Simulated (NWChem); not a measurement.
# C5H8; SMILES C=CCC=C

```xyz
13

C      0.5523     0.0377     2.2193
C     -0.3341     0.2714     1.2516
C     -0.4864    -0.5440     0.0000
C     -0.3341     0.2714    -1.2516
C      0.5523     0.0377    -2.2193
H      1.2576    -0.7979     2.1599
H      0.6069     0.6714     3.1084
H     -1.0174     1.1250     1.3538
H     -1.4978    -0.9958     0.0000
H      0.2331    -1.3784     0.0000
H     -1.0174     1.1250    -1.3538
H      1.2576    -0.7979    -2.1599
H      0.6069     0.6714    -3.1084
```
Atoms are numbered in this order, from 1.

Computed with NWChem. Geometry: optimised at PBE0/def2-SVP. No frequency run checked for a minimum. Level: PBE/def2-SVP with SMD (1 M gas to 1 M solution), gas-phase geometry.

```tsv
solvent	dielectric constant	solvation free energy (kcal/mol)	cavity-dispersion-structure term (kcal/mol)	dipole in solution (D)
water	78.4	1.4	4.3	0.53
dimethyl sulfoxide	46.8	-1.2	1.6	0.53
acetonitrile	35.7	-3.0	-0.2	0.53
ethanol	24.9	-2.4	0.4	0.52
1,4-dioxane	2.21	-1.1	0.4	0.42
```
